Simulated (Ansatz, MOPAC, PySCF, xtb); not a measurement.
Noncovalent pair: CH2O (SMILES C=O) (first 4 atoms) with CH2F2 (SMILES FCF); geometry from B3LYP-D3(BJ)/def2-TZVP.
(charge 0, multiplicity 1):
```xyz
9

C     -0.3321    -0.1009    -0.0157
O      0.6460    -0.7140     0.3174
H     -0.5454     0.1159    -1.0798
H     -1.0646     0.2758     0.7196
F     -0.0730     0.7784     3.2470
C      0.0029    -0.5723     3.4398
F     -1.2056    -1.1133     3.1030
H      0.1833    -0.7608     4.4989
H      0.7608    -0.9750     2.7707
```

Interaction energies are E(AB) − E(A) − E(B) at the monomers' geometry in the complex; basis-set methods are counterpoise corrected.

The state that AM1 reach isn't checked.

Codes used: Ansatz (Gaussian basis) for Hartree–Fock, density functionals and correlated methods; MOPAC for AM1 (differences of heats of formation); PySCF for the dispersion terms; xtb for the GFN methods. Values without a source in brackets are computed.

### Question
One of these levels gives -6.3 kJ/mol for the interaction energy. Which one is it?
A) revPBE-D4/def2-TZVPPD
B) GFN2-xTB
C) AM1
D) SVWN5/def2-TZVPPD

### Answer
C, AM1. The others give -12.7 (GFN2-xTB), -19.7 (SVWN5/def2-TZVPPD), -11.3 (revPBE-D4/def2-TZVPPD)

Ansatz is a quantum-chemistry and plane-wave program.
